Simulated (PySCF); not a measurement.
PySCF job for CH₄BrInO₂, SMILES C[O][In]([OH])[Br], PBE-D3(BJ)/def2-SVP. Coordinates come from a PBE-D3(BJ)/def2-SVP optimisation. The structure was generated by enumeration; whether it is a known compound was not checked. The def2 effective core potentials stand for the cores of In; spin–orbit coupling is left out. The values are those of a single conformer.

```python
import numpy as np
from pyscf import gto, scf, dft, df
from pyscf.hessian import thermo

mol = gto.M(
    atom='''
    In    0.23044829   -0.39823024    0.00000000
    Br   -0.34435091    2.02844015   -0.00000000
    O     2.15413115   -1.01407579    0.00000000
    H     2.72746322   -0.22117910    0.00000000
    O    -1.28180231   -1.73022151    0.00000000
    C    -1.01002693   -3.12033670    0.00000000
    H    -0.44874757   -3.46651083   -0.89973057
    H    -1.98812157   -3.65152423    0.00000000
    H    -0.44874757   -3.46651083    0.89973057
    ''',
    basis='def2-SVP',
    ecp={'In': 'def2-svp'},
    charge=0,
    spin=0,
    max_memory=1600,
    verbose=3,
)
mf = dft.RKS(mol, xc='pbe').density_fit(auxbasis='def2-universal-jkfit')
mf.disp = 'd3bj'
mf.grids.level = 3
mf.conv_tol = 1e-11
mf.max_cycle = 100
mf.kernel()

# [left out here: the lines that compute and print the analytic Hessian (its translational invariance restored by hand, since the grid's response is missing), thermochemistry and intensities]
```

It prints:

```
converged SCF energy = -2954.25628963542

WARN: DFTD3 does not support analytical Hessian, using finite difference


WARN: Mole.unit (angstrom) is changed to Bohr

Mode                                 0                   1                   2
Irrep
Freq [cm^-1]                       32.8201             61.1479             73.4661
Reduced mass [au]                   1.3473              6.2663              3.3373
Force const [Dyne/A]                0.0009              0.0138              0.0106
Char temp [K]                      47.2208             87.9782            105.7014
Normal mode                   x     y     z       x     y     z       x     y     z
       0  In                 0.00 -0.00  0.01    0.05 -0.00 -0.00   -0.00  0.00 -0.05
       1  Br                -0.00 -0.00 -0.01   -0.04 -0.02  0.00    0.00  0.00  0.03
       2   O                 0.00 -0.00  0.03    0.05  0.00  0.00   -0.00 -0.00  0.11
       3   H                 0.00 -0.00  0.02    0.05  0.00 -0.00   -0.00 -0.00  0.14
       4   O                -0.00  0.00  0.09   -0.02  0.08 -0.00    0.00 -0.00 -0.03
       5   C                -0.00  0.00 -0.10   -0.15  0.06  0.00    0.00 -0.00  0.12
       6   H                -0.41  0.06 -0.38   -0.18  0.01 -0.00   -0.18 -0.12  0.05
       7   H                -0.00  0.00  0.31   -0.19  0.14 -0.00    0.00 -0.00  0.39
       8   H                 0.41 -0.06 -0.38   -0.18  0.01  0.00    0.18  0.12  0.05
Mode                                 3                   4                   5
Irrep
Freq [cm^-1]                       95.1581            139.7057            214.3449
Reduced mass [au]                   6.5023              3.5258              5.1766
Force const [Dyne/A]                0.0347              0.0405              0.1401
Char temp [K]                     136.9114            201.0054            308.3945
Normal mode                   x     y     z       x     y     z       x     y     z
       0  In                 0.02  0.02 -0.00   -0.00 -0.00 -0.04    0.01 -0.01 -0.00
       1  Br                -0.03  0.01  0.00    0.00 -0.00  0.01   -0.01  0.06  0.00
       2   O                -0.06 -0.20  0.00    0.00  0.00  0.09    0.01 -0.03 -0.00
       3   H                 0.06 -0.28 -0.00   -0.00  0.00 -0.03    0.03 -0.04  0.00
       4   O                 0.02  0.01  0.00   -0.00  0.00  0.17    0.07 -0.10  0.00
       5   C                 0.06  0.02 -0.00    0.00  0.00 -0.04   -0.09 -0.13 -0.00
       6   H                 0.07  0.04  0.00    0.19  0.15  0.02   -0.14 -0.20 -0.00
       7   H                 0.08 -0.01 -0.00    0.00 -0.00 -0.35   -0.17  0.00 -0.00
       8   H                 0.07  0.04 -0.00   -0.19 -0.15  0.02   -0.14 -0.20  0.00
Mode                                 6                   7                   8
Irrep
Freq [cm^-1]                      254.6417            279.3928            512.1333
Reduced mass [au]                  13.6011              1.0848              8.7714
Force const [Dyne/A]                0.5196              0.0499              1.3555
Char temp [K]                     366.3727            401.9840            736.8458
Normal mode                   x     y     z       x     y     z       x     y     z
       0  In                -0.01  0.06 -0.00   -0.00 -0.00  0.00    0.02  0.03 -0.00
       1  Br                 0.02 -0.06  0.00    0.00  0.00  0.00    0.00 -0.00  0.00
       2   O                -0.03  0.00  0.00   -0.00  0.00  0.06    0.07 -0.02  0.00
       3   H                 0.01 -0.02 -0.00    0.00  0.00 -0.96    0.04  0.00 -0.00
       4   O                 0.07 -0.04  0.00    0.00 -0.00 -0.03   -0.19 -0.08 -0.00
       5   C                -0.05 -0.06 -0.00   -0.00 -0.00  0.00   -0.01 -0.08 -0.00
       6   H                -0.08 -0.11  0.00   -0.02 -0.02 -0.00    0.04 -0.00  0.00
       7   H                -0.10  0.04 -0.00   -0.00  0.00  0.04    0.07 -0.22  0.00
       8   H                -0.08 -0.11 -0.00    0.02  0.02 -0.00    0.04 -0.00 -0.00
Mode                                 9                  10                  11
Irrep
Freq [cm^-1]                      575.0044            834.6801           1062.4587
Reduced mass [au]                  14.2397              1.0743              9.3863
Force const [Dyne/A]                2.7739              0.4410              6.2426
Char temp [K]                     827.3032           1200.9189           1528.6415
Normal mode                   x     y     z       x     y     z       x     y     z
       0  In                 0.04 -0.00 -0.00   -0.01 -0.00  0.00    0.00  0.00  0.00
       1  Br                -0.00  0.00  0.00    0.00 -0.00 -0.00    0.00  0.00 -0.00
       2   O                -0.21  0.07 -0.00   -0.01  0.06 -0.00   -0.00  0.00 -0.00
       3   H                -0.11 -0.01  0.00    0.79 -0.54  0.00    0.01 -0.01  0.00
       4   O                -0.04 -0.02  0.00   -0.01  0.00 -0.00    0.01 -0.18  0.00
       5   C                -0.00 -0.02 -0.00    0.00 -0.00 -0.00   -0.04  0.19 -0.00
       6   H                 0.01 -0.01  0.00    0.00  0.01 -0.00   -0.03  0.12  0.01
       7   H                 0.02 -0.06 -0.00    0.00 -0.00  0.00    0.01  0.06  0.00
       8   H                 0.01 -0.01 -0.00    0.00  0.01  0.00   -0.03  0.12 -0.01
Mode                                12                  13                  14
Irrep
Freq [cm^-1]                     1124.0260           1135.2233           1409.6997
Reduced mass [au]                   1.2793              1.3186              1.0424
Force const [Dyne/A]                0.9523              1.0012              1.2205
Char temp [K]                    1617.2231           1633.3336           2028.2441
Normal mode                   x     y     z       x     y     z       x     y     z
       0  In                 0.00  0.00  0.00    0.00  0.00 -0.00    0.00  0.00 -0.00
       1  Br                 0.00 -0.00 -0.00   -0.00 -0.00  0.00   -0.00 -0.00  0.00
       2   O                 0.00 -0.00  0.00   -0.00 -0.00 -0.00   -0.00  0.00  0.00
       3   H                -0.00 -0.00 -0.00   -0.00  0.00  0.00   -0.00  0.00  0.00
       4   O                -0.00 -0.00  0.05   -0.06 -0.02 -0.00   -0.00 -0.00 -0.01
       5   C                 0.00  0.00 -0.12    0.13  0.02  0.00   -0.00 -0.00 -0.05
       6   H                 0.15 -0.54  0.17   -0.21 -0.32 -0.08    0.33  0.35  0.05
       7   H                -0.00  0.00  0.28   -0.20  0.62 -0.00   -0.00  0.00  0.69
       8   H                -0.15  0.54  0.17   -0.21 -0.32  0.08   -0.33 -0.35  0.05
Mode                                15                  16                  17
Irrep
Freq [cm^-1]                     1411.5213           1426.9471           2901.5676
Reduced mass [au]                   1.0870              1.0802              1.0324
Force const [Dyne/A]                1.2760              1.2959              5.1210
Char temp [K]                    2030.8649           2053.0592           4174.7097
Normal mode                   x     y     z       x     y     z       x     y     z
       0  In                -0.00 -0.00 -0.00   -0.00 -0.00  0.00    0.00  0.00 -0.00
       1  Br                 0.00  0.00  0.00    0.00  0.00 -0.00   -0.00 -0.00  0.00
       2   O                 0.00 -0.00 -0.00    0.00  0.00 -0.00   -0.00  0.00  0.00
       3   H                 0.00 -0.00  0.00    0.00 -0.00  0.00   -0.00 -0.00 -0.00
       4   O                 0.01  0.02 -0.00   -0.01  0.01 -0.00   -0.00 -0.00  0.00
       5   C                 0.03  0.07 -0.00   -0.04  0.06 -0.00    0.02 -0.04  0.00
       6   H                -0.37 -0.30 -0.11    0.34 -0.43  0.39   -0.31  0.18  0.52
       7   H                 0.34 -0.57  0.00    0.02 -0.04  0.00    0.37  0.19 -0.00
       8   H                -0.37 -0.30  0.11    0.34 -0.43 -0.39   -0.31  0.18 -0.52
Mode                                18                  19                  20
Irrep
Freq [cm^-1]                     2970.1736           2999.7919           3692.7850
Reduced mass [au]                   1.1061              1.1025              1.0669
Force const [Dyne/A]                5.7492              5.8454              8.5721
Char temp [K]                    4273.4185           4316.0326           5313.0955
Normal mode                   x     y     z       x     y     z       x     y     z
       0  In                 0.00 -0.00 -0.00    0.00  0.00 -0.00   -0.00  0.00 -0.00
       1  Br                 0.00 -0.00  0.00    0.00  0.00  0.00   -0.00  0.00  0.00
       2   O                -0.00 -0.00  0.00    0.00 -0.00  0.00    0.04  0.05  0.00
       3   H                 0.00  0.00  0.00    0.00  0.00 -0.00   -0.58 -0.77  0.00
       4   O                 0.00 -0.00 -0.00    0.00 -0.00  0.00   -0.00 -0.00  0.00
       5   C                -0.00 -0.00  0.09   -0.09 -0.02 -0.00   -0.00  0.00  0.00
       6   H                 0.35 -0.19 -0.54    0.12 -0.08 -0.23    0.00 -0.00 -0.00
       7   H                 0.00  0.00  0.02    0.77  0.40 -0.00   -0.00 -0.00  0.00
       8   H                -0.35  0.19 -0.54    0.12 -0.08  0.23    0.00 -0.00  0.00
temperature 298.1500 [K]
pressure 101325.00 [Pa]
Rotational constants [GHz] 3.58191 0.89288 0.71803
Symmetry number 1
Zero-point energy (ZPE) 0.05287 [Eh]   138806.827 [J/mol]
                           tot       elec      trans        rot        vib
Entropy [J/mol/K]       414.036      0.000    177.241    122.706    114.089
Cv [J/mol/K]            104.876      0.000     12.472     12.472     79.933
Cp [J/mol/K]            113.191      0.000     20.786     12.472     79.933
Internal energy [J/mol]                      3718.434   3718.434 154278.762
Internal energy [Eh]   -2954.19470  -2954.25629
Enthalpy [J/mol]                             6197.391   3718.434 154278.762
Enthalpy [Eh]          -2954.19375
Gibbs free energy [J/mol]                  -46647.136 -32866.378 120263.159
Gibbs free energy [Eh] -2954.24077
mode   freq/cm-1   IR/(km/mol)
   1       32.82         1.946
   2       61.15         1.566
   3       73.47         0.274
   4       95.16        13.739
   5      139.71        28.711
   6      214.34         1.142
   7      254.64        35.821
   8      279.39        72.211
   9      512.13        18.847
  10      575.00        60.076
  11      834.68        95.977
  12     1062.46       178.192
  13     1124.03         0.001
  14     1135.22         6.424
  15     1409.70         2.346
  16     1411.52        17.898
  17     1426.95        42.370
  18     2901.57       117.661
  19     2970.17        43.782
  20     2999.79        20.863
  21     3692.79        56.742
max |gradient| / (hartree/bohr): 9.897762840842046e-05
APT charges: [ 1.3581 -0.485  -0.6792  0.231  -0.7512  0.5202 -0.0643 -0.0654 -0.0643]
```

Self-consistency was reached.

Cost: around 2.9 core-minutes (rough).
